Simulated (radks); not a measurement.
Q: All-electron atom: Ti4+ in [Ar]. All-electron calculation, Dirac Kohn-Sham, PBEsol, spin-unpolarised, spherical densities, point nucleus. Program: a radial shooting solver on a logarithmic mesh with Libxc functionals. Some entries of the table are withheld. Estimate them.

orbital  occ.  eigenvalue (hartree)  <1/r> (bohr^-1)  <r> (bohr)
1s1/2       2             -180.6649            21.78         (1)
2s1/2       2             -21.74494              (2)         (3)
2p1/2       2             -18.48946            4.488      0.2882
2p3/2       4             -18.27793            4.431      0.2909
3s1/2       2              -4.17897            1.445      0.9753
3p1/2       2                   (4)              (5)       1.022
3p3/2       4                   (6)              (7)       1.029

A: 
(1) 1s1/2 <r> (bohr): 0.06965
(2) 2s1/2 <1/r> (bohr^-1): 4.555
(3) 2s1/2 <r> (bohr): 0.3250
(4) 3p1/2 eigenvalue (hartree): -3.29955
(5) 3p1/2 <1/r> (bohr^-1): 1.340
(6) 3p3/2 eigenvalue (hartree): -3.27250
(7) 3p3/2 <1/r> (bohr^-1): 1.328
